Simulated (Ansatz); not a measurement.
Input for Ansatz (a program for electronic structure): U-CAM-B3LYP/def2-TZVPP on CrHO (SMILES [OH][Cr]), 2S+1 = 2, a spin state set in the input, which need not be the lowest.

Ansatz 0.2 input:
```yaml
crystal:
  periodic: [false, false, false]
  atoms:
    - {symbol: Cr, position_ang: [-0.92801986, -0.69253055, -0.81356422]}
    - {symbol: O, position_ang: [0.38724815, -0.09473400, 0.26183390]}
    - {symbol: H, position_ang: [0.50760298, 0.83463615, 0.48141069]}
basis:
  gaussian:
    orbitals: def2-TZVPP
hamiltonian:
  xc: {name: CAM-B3LYP}
magnetization: {spin_polarized: true, initial_magnetization: 1}
```

Problem. Give the final energy of this run.

Solution. -1120.2823 hartree. Its determinant has ⟨S²⟩ = 2.74, a mixture of spin states.

Problem. How many basis functions does it have, and what does it roughly cost on one machine?

Solution. 109 functions; about 70 core-seconds (a rough figure).
